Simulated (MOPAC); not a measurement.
Input for MOPAC: PM6 on SnMo, 2S+1 = 9, a spin state set in the input, which need not be the lowest, a point of a bond scan (R = 3.005 Å).

```
PM6 1SCF PRECISE CHARGE=0 UHF MS=4 THREADS=1
MoSn

Mo     0.00000000 1     0.00000000 1     0.00000000 1
Sn     0.00000000 1     0.00000000 1     3.00465400 1
```

Output:

```
*******************************************************************************
 **                                                                           **
 **                              MOPAC v23.2.5                                **
 **                                                                           **
 *******************************************************************************
 ** MOPAC's Digital Object Identifier: https://doi.org/10.5281/zenodo.6511958 **
 **                                                                           **
 ** Please cite the open-source release paper for use of this MOPAC version:  **
 ** J. E. Moussa and J. J. P. Stewart (2026)                                  **
 ** MOPAC: An open-source semiempirical molecular orbital program             **
 ** J. Open Source Softw., 11(119), 8025, https://doi.org/10.21105/joss.08025 **
 *******************************************************************************

                              PM6 CALCULATION RESULTS

 *******************************************************************************
 *  PM6        - The PM6 Hamiltonian to be used
 *  UHF        - UNRESTRICTED HARTREE-FOCK CALCULATION
 *
 *
 *
 *                 CHARGE ON SYSTEM = 0
 *
 *
 *
 *  MS=        - IN MECI, MAGNETIC COMPONENT OF SPIN =  4.0
 *  PRECISE    - TIGHTER CRITERIA TO BE USED
 *  1SCF       - DO 1 SCF AND THEN STOP
 *  THREADS=1  - MULTI-THREADING NOT USED
 *  T=         - A TIME OF 172800.0 SECONDS REQUESTED
 *  DUMP=N     - RESTART FILE WRITTEN EVERY 7200.0 SECONDS REQUESTED
 *******************************************************************************
PM6 1SCF PRECISE CHARGE=0 UHF MS=4 THREADS=1
 MoSn

   ATOM   CHEMICAL          X               Y               Z
  NUMBER   SYMBOL      (ANGSTROMS)     (ANGSTROMS)     (ANGSTROMS)

     1      Mo          0.00000000  *   0.00000000  *   0.00000000  *
     2      Sn          0.00000000  *   0.00000000  *   3.00465400  *



          CARTESIAN COORDINATES

    NO.       ATOM           X           Y           Z

     1        Mo          0.0000      0.0000      0.0000
     2        Sn          0.0000      0.0000      3.0047

 General Reference for PM6:
 "Optimization of Parameters for Semiempirical Methods V: Modification of NDDO Approximations
 and Application to 70 Elements", J. J. P. Stewart, J. Mol. Mod., 13, 1173-1213 (2007)
 URL: https://link.springer.com/article/10.1007/s00894-007-0233-4

           Empirical Formula: Mo Sn  =     2 atoms



      MOLECULAR POINT GROUP   :   C*v


          UHF CALCULATION, NO. OF ALPHA ELECTRONS =    9
                           NO. OF BETA  ELECTRONS =    1

 -------------------------------------------------------------------------------
 PM6 1SCF PRECISE CHARGE=0 UHF MS=4 THREADS=1
 MoSn



     1SCF WAS SPECIFIED, SO BFGS WAS NOT USED
     SCF FIELD WAS ACHIEVED


                              PM6 CALCULATION
                                                       MOPAC v23.2.5 Linux




          FINAL HEAT OF FORMATION =        213.01830 KCAL/MOL =     891.26858 KJ/MOL


          COSMO AREA              =        128.71 SQUARE ANGSTROMS
          COSMO VOLUME            =        125.64 CUBIC ANGSTROMS

          IONIZATION POTENTIAL    =          5.849964 EV
          ALPHA SOMO LUMO (EV)    =         -5.850  0.557
          BETA  SOMO LUMO (EV)    =        -11.650 -0.652
          NO. OF ALPHA ELECTRONS  =          9
          NO. OF BETA  ELECTRONS  =          1
          MOLECULAR WEIGHT        =        214.6300         POINT GROUP:  C*v

          MOLECULAR DIMENSIONS (Angstroms)

            Atom       Atom       Distance
           Sn     2   Mo     1     3.00465
           Sn     2   Mo     1     0.00000
           Mo     1   Sn     2     0.00000


          SCF CALCULATIONS        =          1





   ATOM   CHEMICAL          X               Y               Z
  NUMBER   SYMBOL      (ANGSTROMS)     (ANGSTROMS)     (ANGSTROMS)

     1      Mo          0.00000000  *   0.00000000  *   0.00000000  *
     2      Sn          0.00000000  *   0.00000000  *   3.00465400  *

                             CARTESIAN COORDINATES

   1   Mo        0.000000000     0.000000000     0.000000000
   2   Sn        0.000000000     0.000000000     3.004654000


           Empirical Formula: Mo Sn  =     2 atoms



      MOLECULAR POINT GROUP   :   C*v


          ALPHA EIGENVALUES
 -13.70280 -11.11430 -11.11430 -11.03428 -11.03428 -10.50322  -6.04226  -5.84996
  -5.84996   0.55725   1.78535   1.78535   2.57799


           BETA EIGENVALUES
 -11.64978  -0.65195   0.59153   0.59153   2.33860   2.37883   2.37883   2.48052
   2.48052   3.28019   4.92057   5.44604   5.44604


              NET ATOMIC CHARGES AND DIPOLE CONTRIBUTIONS

  ATOM NO.   TYPE          CHARGE      No. of ELECS.   s-Pop       p-Pop       d-Pop
    1         Mo           0.559394        5.4406     0.56060     0.00890     4.87111
    2         Sn          -0.559394        4.5594     1.87870     2.68070
 DIPOLE           X         Y         Z       TOTAL
 POINT-CHG.     0.000     0.000    -8.073     8.073
 HYBRID        -0.000    -0.000     0.137     0.137
 SUM           -0.000    -0.000    -7.936     7.936


          ATOMIC ORBITAL ELECTRON POPULATIONS

     Atom    s        px        py        pz      x^2-y^2     xz        z^2       yz        xy
    1 Mo   0.56060   0.00218   0.00218   0.00454   1.00000   0.99817   0.87477   0.99817   1.00000
    2 Sn   1.87870   0.99965   0.99965   0.68139


                    (SZ)    =    4.000000
                    (S**2)  =   20.002999


          ATOMIC ORBITAL SPIN POPULATIONS

    Atom   Total    s     px     py     pz   x^2-y^2  xz     z^2    yz     xy
         Atomic
    1 Mo  5.3015  0.510  0.002  0.002  0.001  1.000  0.998  0.791  0.998  1.000
    2 Sn  2.6985  0.038  1.000  1.000  0.661

 **********************
 *                    *
 * JOB ENDED NORMALLY *
 *                    *
 **********************




 == MOPAC DONE ==
```

The run finished.

Cost: around 0.010 core-seconds (rough).
